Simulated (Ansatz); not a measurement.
`N[Si@H]1O[C@H]1Cl` at its PBE0-D4/def2-TZVP geometry, where that method's forces vanish. The species carries charge 0 and has multiplicity 1.

```xyz
9

N     0.4034    1.1691   -1.0426
Si   -0.6253    0.2206   -0.1145
O    -0.5726   -1.4416   -0.1939
C     0.0018   -0.9955    1.0587
Cl    1.7552   -1.2674    1.1724
H     1.3816    0.9636   -1.1586
H     0.0846    1.9509   -1.5869
H    -1.9621    0.8386   -0.0662
H    -0.4666   -1.4384    1.9316
```

Q: What forces (eV/Å) does B3LYP-D4/def2-TZVPP give on these atoms in Ansatz 0.2.0? (Estimate.)

A: The calculation gave: 
```
N1   0.052  0.044 -0.041
Si2 -0.248  0.130  0.010
O3  -0.145 -0.206 -0.300
C4  -0.219  0.072  0.382
Cl5  0.407 -0.074  0.054
H6   0.008  0.021 -0.021
H7   0.024  0.013 -0.013
H8   0.089 -0.032 -0.004
H9   0.031  0.033 -0.068
```

B3LYP here is the variant with VWN-RPA as its local correlation; programs differ in this.
